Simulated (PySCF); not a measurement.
Molecule: C$_{7}$H$_{13}$, net charge 0, doublet state. It need not be the lowest isomer of its formula. 
Coordinates optimised at B3LYP-D3(BJ)/def2-TZVP (Ansatz):
```xyz
20

C     -2.4716    -0.2183    -0.6977
C     -1.2182    -0.2502     0.1633
C     -0.7280     1.1369     0.6343
C      0.7330     0.9472     0.8581
C      1.2142    -0.3635     0.3202
C      2.5426    -0.2993    -0.4337
C      0.0194    -0.8378    -0.5298
H     -2.7694    -1.2233    -1.0048
H     -2.3025     0.3714    -1.6028
H     -3.3120     0.2280    -0.1611
H     -1.4203    -0.8518     1.0567
H     -1.2656     1.4970     1.5182
H     -0.9189     1.8838    -0.1537
H      1.3740     1.6622     1.3561
H      1.3450    -1.0734     1.1548
H      3.3463     0.0574     0.2137
H      2.4690     0.3815    -1.2847
H      2.8279    -1.2848    -0.8093
H      0.1050    -0.4143    -1.5371
H     -0.0262    -1.9234    -0.6338
```
Charge 0, spin multiplicity 2.

Dispersion corrections to the total energy (kcal/mol) from the dftd3 and dftd4 libraries through PySCF: D3(BJ) without and D4 with the three-body term, each with the damping fitted for the functional named.

```tsv
functional	D3(BJ)	D4
B3LYP	-18.55	-16.74
TPSSh	-12.71	-13.07
BLYP	-22.81	-23.43
CAM-B3LYP	…	-8.93
revPBE	-28.33	-35.55
B2GP-PLYP	…	-4.49
HF	-78.86	…
```

**Question.** Fill in the missing entries.

**Answer.** 
- CAM-B3LYP, D3(BJ): -8.34
- B2GP-PLYP, D3(BJ): -5.90
- HF, D4: -38.70
